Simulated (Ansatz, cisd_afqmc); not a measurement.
System: Ta, charge 0, quartet.

Total energies in def2-TZVPP, 5 correlated electrons, 4 frozen orbitals. Radicals and triplets start from unrestricted determinants; spin-orbit coupling is neglected. Cores are frozen in correlated methods (noble-gas shells, and filled d and f shells in the p block). Past Kr the def2 sets carry scalar-relativistic core potentials. AFQMC is phaseless with a CISD trial state; ± is one standard error, without the phaseless bias. Outlying blocks are dropped, and bars are widened where a walk drifts. Over all cases where full CI ran beside it in this data, AFQMC minus full CI had a median of +0.1 mEh and passed +0.4 mEh in a tenth of the cases.

```json
[
 {"method": "HF", "program": "Ansatz", "energy (Eh)": "-56.29253", "minus CCSDTQ (mEh)": "87.37"},
 {"method": "MP2", "program": "Ansatz", "energy (Eh)": "-56.36029", "minus CCSDTQ (mEh)": "19.61"},
 {"method": "CCSD", "program": "Ansatz", "energy (Eh)": "-56.37366", "minus CCSDTQ (mEh)": "6.24"},
 {"method": "CCSD(T)", "program": "Ansatz", "energy (Eh)": "-56.37810", "minus CCSDTQ (mEh)": "1.80"},
 {"method": "CCSDT(Q)", "program": "Ansatz", "energy (Eh)": "-56.37983", "minus CCSDTQ (mEh)": "0.07"},
 {"method": "CCSDTQ", "program": "Ansatz", "energy (Eh)": "-56.37990", "minus CCSDTQ (mEh)": "0.00"},
 {"method": "AFQMC/CISD", "program": "cisd_afqmc", "energy (Eh)": "-56.3784 ± 0.0003", "minus CCSDTQ (mEh)": "1.5 ± 0.3"}
]
```

Ansatz is an electronic-structure program.
